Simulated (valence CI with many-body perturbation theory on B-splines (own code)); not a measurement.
Ag XVI: input, log and results

Computed by relativistic CI+MBPT: four valence electrons over a frozen Dirac-Fock core [Ar] 3d10, a basis of 11 s, 11 p, 9 d, 7 f, 5 g, 2 h, 1 i functions for each j, with the one-electron correlation potential Σ1 (screened to all orders), the two-electron term Σ2, the three-electron term Σ3, Breit, model QED; selected single and double excitations, second order for the rest (own B-spline code, finite nucleus).

Command, and the settings that its task file holds:

```sh
python run_cv.py task.json out
```

```
atom Ag  Z=47  mass_number=107  rms_radius_fm=4.5454
core [Ar] 3d10
valence 4s2 4p2
avg = 1
basis = L
breit = 1
cap = 40000
capref = 1200
cscale = 1
de = 0.0
dress = 0
eps = 2e-08
h = 0.27
hh = 1
l2 = 3
lcore = 6
maxit = 60
n2 = 5
natural = 1
nlev = 60
nno = [7, 7, 6, 5, 4, 2, 1]
nroot = 26
nsp = [4, 4, 3, 2, 1, 0, 0]
pt2 = 1
qed = 1
rpa = 1
s1 = 1
s2 = 1
s3 = 1
screen = 1
tol = 2e-05
```

Q: Roughly how long does this run take on one core of Arm Neoverse V2, and how much memory?

A: 4.2 min on 1 thread of Arm Neoverse V2, with other jobs on the host, peak memory 1.2 GiB.

Log. The first blocks belong to the next ion, which gives the ionisation energy. Fields: 2J, parity (1 odd), roots, reference size, generating configurations, candidates as configurations/state functions, variational space P, stored matrix elements, Davidson steps; e2 is the range of second-order energies in hartree. The first line gives the box (bohr), its intervals, the orbitals and the steps of their self-consistent field. Window is the range of levels sought, series limit the energy at which the first omitted orbital would enter, core excitation an estimate of the first excitation out of the core, left out the lowest levels not solved, and shifts from estimates the range by which levels moved from their first estimate, all in cm⁻¹.

```
rmax 9.3 intervals 62 orbitals 81 references ['4s2 4p2', '4s 4p3', '4s2 4p 4d', '4p4', '4s 4p2 4d'] scf 5 t 1.4
2J=1 par=1 roots 2 ref 34 generators 8 cand 5264/7991 P 1813/2766 nnz 1.3e+06 it 5
2J=1 par=1 roots 2 ref 34 generators 15 cand 7078/10638 P 2619/4069 nnz 2.4e+06 it 5
   second order: generators 30 cand 12157/18384 e2 -0.00002 -0.00001
reference levels 876, estimated 164, window 970669 1/cm; series limit 2242350, core excitation 2911957
2J=0 par=0 roots 8 ref 44 generators 23 cand 26537/53252 P 5109/8000 nnz 4.5e+06 it 8
2J=0 par=0 roots 8 ref 44 generators 31 cand 26045/53864 P 10091/17090 nnz 1.7e+07 it 8
   second order: generators 66 cand 58217/127806 e2 -0.00010 -0.00001
2J=2 par=0 roots 12 ref 95 generators 27 cand 31756/152814 P 2339/7998 nnz 6.1e+06 it 9
2J=2 par=0 roots 12 ref 95 generators 32 cand 33129/164167 P 9794/39241 nnz 1e+08 it 9
   second order: generators 65 cand 57263/302444 e2 -0.00012 -0.00002
2J=4 par=0 roots 16 ref 135 generators 34 cand 33901/224807 P 2233/8000 nnz 6.3e+06 it 11
2J=4 par=0 roots 16 ref 135 generators 42 cand 35386/245154 P 9006/39988 nnz 1e+08 it 10
   second order: generators 81 cand 61783/439209 e2 -0.00056 -0.00008
2J=4 par=1 roots 9 ref 81 generators 24 cand 30988/186228 P 2241/8000 nnz 6.4e+06 it 7
2J=4 par=1 roots 9 ref 81 generators 37 cand 33837/233761 P 9034/39988 nnz 1e+08 it 9
   second order: generators 71 cand 58388/447328 e2 -0.00032 -0.00003
2J=2 par=1 roots 8 ref 69 generators 25 cand 31793/153206 P 2839/8000 nnz 5.9e+06 it 7
2J=2 par=1 roots 8 ref 69 generators 38 cand 31437/155190 P 9420/32979 nnz 6.9e+07 it 8
   second order: generators 72 cand 61114/341507 e2 -0.00018 -0.00003
2J=6 par=1 roots 5 ref 67 generators 23 cand 32747/236428 P 2336/7994 nnz 6.2e+06 it 6
2J=6 par=1 roots 5 ref 67 generators 34 cand 34059/270058 P 8706/39999 nnz 1e+08 it 9
   second order: generators 60 cand 53658/441806 e2 -0.00034 -0.00006
2J=0 par=1 roots 3 ref 26 generators 18 cand 21823/41642 P 4809/7802 nnz 4.7e+06 it 5
2J=0 par=1 roots 3 ref 26 generators 23 cand 24952/50333 P 7487/12363 nnz 9.6e+06 it 5
   second order: generators 39 cand 40341/83597 e2 -0.00009 -0.00003
2J=8 par=1 roots 2 ref 44 generators 15 cand 30277/208462 P 1788/7995 nnz 7.7e+06 it 6
2J=8 par=1 roots 2 ref 44 generators 23 cand 30588/229050 P 5407/26508 nnz 5.9e+07 it 7
   second order: generators 39 cand 50232/443292 e2 -0.00028 -0.00010
2J=6 par=0 roots 11 ref 117 generators 23 cand 32762/236129 P 1809/7992 nnz 6.7e+06 it 9
2J=6 par=0 roots 11 ref 117 generators 36 cand 35893/283093 P 7519/39994 nnz 1.1e+08 it 10
   second order: generators 61 cand 63005/550871 e2 -0.00041 -0.00013
2J=8 par=0 roots 7 ref 92 generators 20 cand 28803/207099 P 2105/7997 nnz 6.9e+06 it 8
2J=8 par=0 roots 7 ref 92 generators 37 cand 37315/298962 P 7896/39635 nnz 1.1e+08 it 8
   second order: generators 56 cand 62287/533905 e2 -0.00032 -0.00009
2J=10 par=0 roots 3 ref 50 generators 10 cand 23818/173062 P 1999/7997 nnz 8.2e+06 it 5
2J=10 par=0 roots 3 ref 50 generators 24 cand 37521/298842 P 5431/27280 nnz 7.1e+07 it 8
   second order: generators 41 cand 61298/549758 e2 -0.00018 -0.00008
left out: unestimated 1398920, estimated 1045865, shifts from estimates -34 to 122
operators 2.7
```

The Davidson iterations converged.

No measured levels were compared; by estimate levels hold to about 250 cm⁻¹ or 0.2 % of their energy and the worst to 1 %, as in measured heavy ions of charge 2 to 7; those with d or f electrons hold less well.

- Valence energy: -64.81948 hartree
- Ionisation energy: 381.58 eV (NIST: 381 ± 3 eV (theoretical))
- Reference configurations for the orbitals: 4s2 4p2, 4s 4p3, 4s2 4p 4d, 4p4, 4s 4p2 4d
- Radial orbitals: 81
- Box radius: 9.333 bohr
- Largest variational space: 39999
- Lowest levels: 4s2.4p2 3P_0 0, 4s2.4p2 3P_1 43364, 4s2.4p2 3P_2 57415, 4s2.4p2 1D_2 112610, 4s2.4p2 1S_0 150210, 4s.4p3 5S°_2 310090, 4s.4p3 3D°_1 369800, 4s.4p3 3D°_2 377020, 4s.4p3 3D°_3 393830, 4s.4p3 3P°_0 426060, 4s.4p3 3P°_1 432650, 4s.4p3 3P°_2 438510, 4s.4p3 3S°_1 483760, 4s.4p3 1D°_2 485180 cm⁻¹

Names give the largest LS component (configuration and term), which can be under half, so a name can repeat, a term be missing and a line seem to break the LS rules; names also repeat where a configuration has a term twice.
